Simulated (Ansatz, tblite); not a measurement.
Cost and result up the ladder for Ga(PH3)H3 (GaPH6) (8 atoms). Total charge 0; singlet. Geometry: PBE0-D4/def2-TZVP.

```
atom   x (Å)   y (Å)   z (Å)
 Ga1  -1.261  -0.537  -0.474
  P2   0.935   0.394   0.348
  H3   1.889  -0.477   0.913
  H4   0.920   1.367   1.369
  H5   1.784   1.065  -0.557
  H6  -1.699  -1.196   0.890
  H7  -0.671  -1.462  -1.606
  H8  -1.898   0.846  -0.883
```

Ansatz on 4 threads of Arm Neoverse V2 on a shared host; xTB runs through tblite on one thread. Times are rough, summed over both states, and most runs start from the orbitals of an earlier one. CCSD(T)/def2-TZVPP serves as the yardstick here, not as an exact answer. The other state is a doublet.

The xTB rows come from tblite. Correlated methods freeze 14 core orbitals; core or outer-core shells of Ga are correlated, in sets that lack core-valence functions. In CCSD on the charge 1 doublet the largest single amplitude is 0.16, so its Hartree–Fock determinant may place the open shell otherwise than the density functionals do.

Run but left out: PBE-D4/def2-TZVP (charge +1 doublet: an occupied level 0.10 eV above an empty one).

Correlated methods converge slowly with the basis.

Raw xTB energies of ions are shifted by several eV.

```
              level  functions  vertical IE (eV)  difference from CCSD(T)/def2-TZVPP (eV)
           GFN1-xTB         30             14.73                                     4.38
 CCSD(T)/def2-TZVPP        174             10.35                                     0.00
           GFN2-xTB         24             14.08                                     3.74
r2SCAN-D4/def2-TZVP        121             10.00                                    -0.35
```

**Question.** Estimate how long each takes.

**Answer.** GFN2-xTB 0.005 s; GFN1-xTB 0.008 s; r2SCAN-D4/def2-TZVP 4.9 s; CCSD(T)/def2-TZVPP 87 s. On shared hardware such times vary by a factor of up to 3.
